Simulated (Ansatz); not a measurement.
`C[BH][SnH2][AlH2]` + H₂O → `[OH][SnH2][AlH2]` + `BC` at 298.15 K and 1 bar (formal hydrolysis of the Sn–B bond).

Program: Ansatz. Geometries: PBE0-D4/def2-TZVP. ΔE: electronic, gas phase. CCSD(T)/CBS is the MP2 limit (def2-TZVPP, def2-QZVPP) plus CCSD(T) − MP2 in def2-TZVPP, frozen cores. This one scheme is used for every species. def2 core potentials past Kr. For Sn outer-core shells are correlated without core-valence functions, which leaves a few kJ/mol of doubt a bond. One conformer a species, not always the lowest.

```
            species  CCSD(T)/CBS energy (Eh)  H − E (kJ/mol)  S (J/(mol·K))
`C[BH][SnH2][AlH2]`               -523.65996           223.3          418.1
                H₂O                -76.37941            66.4          188.7
 `[OH][SnH2][AlH2]`               -534.20940           125.7          357.5
               `BC`                -65.83255           158.6          247.5
```

H − E and S are ideal-gas, rigid-rotor, harmonic terms from PBE0-D4/def2-TZVP, for one conformer and one mirror image of each species. 1 Eh = 2625.50 kJ/mol, R = 8.31446 J/(mol·K).

By hand: ΔE, ΔH, ΔS and ΔG.

ΔE = (-534.20940) + (-65.83255) − (-523.65996) − (-76.37941) = -0.00258 Eh = -6.8 kJ/mol. Δ(H − E) = 125.7 + 158.6 − 223.3 − 66.4 = -5.4, so ΔH = -12.2 kJ/mol. ΔS = 357.5 + 247.5 − 418.1 − 188.7 = -1.8 J/(mol·K). ΔG = -12.2 − 298.15 × (-1.8)/1000 = -11.7 kJ/mol.

By hand: the equilibrium constant, and the temperature at which ΔG would vanish if ΔH and ΔS stayed fixed.

log₁₀ K = −ΔG/(RT ln 10) = 2.0. ΔG = 0 at ΔH/ΔS = 6778 K, far beyond where these terms or the molecules hold.

The number of gas molecules stays the same, so ΔS is small and ΔH decides. A doubt of 5 kJ/mol in ΔE shifts log₁₀ K by 0.9 here. Other conformers and mirror images would add mixing entropy, several J/(mol·K) or more a flexible species. Modes under 60 cm⁻¹, often nearly free rotors, make the harmonic entropy too high. These are equilibria of isolated gas molecules and say nothing of rates. Largest T1 diagnostic: 0.014 (customary marks: 0.02 for closed shells, 0.045 for open ones).
